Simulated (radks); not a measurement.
Values are calculated unless marked as measured or tabulated.
Problem. The germanium ion Ge13+ is in [Ar] 3d1. Level of theory: scalar-relativistic Kohn-Sham, PBEsol, spin-polarised, spherical densities, finite nucleus; Fermi nuclear charge, rms radius of each element as measured or else 0.836 A^(1/3) + 0.57 fm (a radial shooting solver on a logarithmic mesh with Libxc functionals). Open shells are filled with parallel spins first. One electron is removed from 3d, 2p, 3p, 3s in turn, with full relaxation. Which removal costs least, and what does each cost?

Solution. 3d 407.41 eV; 3p 486.98 eV; 3s 541.14 eV; 2p 1666.3 eV. The 3d electron leaves first.
